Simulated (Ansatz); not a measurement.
Saddle point of BHBrCl3, singlet (BBrCl₂ ([Cl][B]([Cl])[Br]) + HCl → BCl₃ ([Cl][B]([Cl])[Cl]) + HBr; bonds formed: B1–Cl6, Br2–H5; bonds broken: B1–Br2, H5–Cl6), PBE0-D4/def2-TZVP structure:

| atom | x (Å) | y (Å) | z (Å) |
| --- | --- | --- | --- |
| B1 | -0.3019 | 0.3462 | -0.2757 |
| Br2 | 0.6008 | 0.2581 | 1.7248 |
| Cl3 | 0.4541 | 1.6164 | -1.2330 |
| Cl4 | -2.0579 | 0.2818 | -0.1584 |
| H5 | 0.8610 | -1.0631 | 0.6923 |
| Cl6 | 0.4440 | -1.4394 | -0.7499 |

Energies are electronic, without zero-point energy. Barriers and step energies count from the start structure reached by relaxing down the imaginary mode; all methods use the PBE0-D4 structures, on which another method's saddle can fall below an end. Ansatz 0.2.0; basis: def2-TZVPP, with def2-QZVPP for the basis limit; cores frozen in the correlated methods. Filled d shells of the heavier atoms are correlated. The def2 sets are not built for correlating such inner shells, so the correlated values are less sure here. B3LYP uses VWN-RPA correlation. Extrapolation: Hartree–Fock as exp(−7.88 √X), correlation as X^−2.97.

```
      method  barrier (kJ/mol)  step energy (kJ/mol)
       SPW92                 ?                  -9.9
      PBE-D4              65.7                  -9.3
     BLYP-D4              87.4                 -10.9
   r2SCAN-D4                 ?                 -10.9
      B97M-V             103.5                 -13.4
     PBE0-D4                 ?                 -10.0
    B3LYP-D4              99.1                 -11.4
  r2SCAN0-D4              89.4                 -11.0
    BHLYP-D4             119.0                 -11.8
CAM-B3LYP-D4             106.6                 -13.1
     wB97X-V             103.6                 -11.9
     wB97M-V              99.1                 -11.8
      B2PLYP             105.9                 -10.6
    PBE-QIDH              92.9                  -9.3
  RPA on PBE             108.8                  -9.0
          HF             179.1                 -15.0
         MP2              94.2                  -7.0
        CCSD             122.6                  -9.8
     CCSD(T)             108.8                  -9.0
```

Problem. Fill in the withheld barriers. (To be estimated.)

Solution. The calculation gives: PBE0-D4 81.1; r2SCAN-D4 79.0; SPW92 31.7 kJ/mol. Each is the energy of the saddle less that of the start structure, by the same method.

For comparison, the barrier by CCSD(T) at an estimated basis limit (MP2 extrapolated from triple and quadruple zeta, plus CCSD(T) − MP2 in triple zeta) is 101.4 kJ/mol.

T1 diagnostic: at most 0.010.

Labels in which every atom is bracketed show which atoms are joined, not bond orders.

For scale, one of the runs: CCSD(T)/def2-TZVPP, 219 basis functions, launched by `ansatz run in.yaml --threads 8 --pin off --events-out ev --progress --plain --max-ram 19148MiB`. Hardware: 8 CPU threads of an AMD EPYC 9R45, shared host. Wall time 20 s; peak host memory 3.2 GiB.
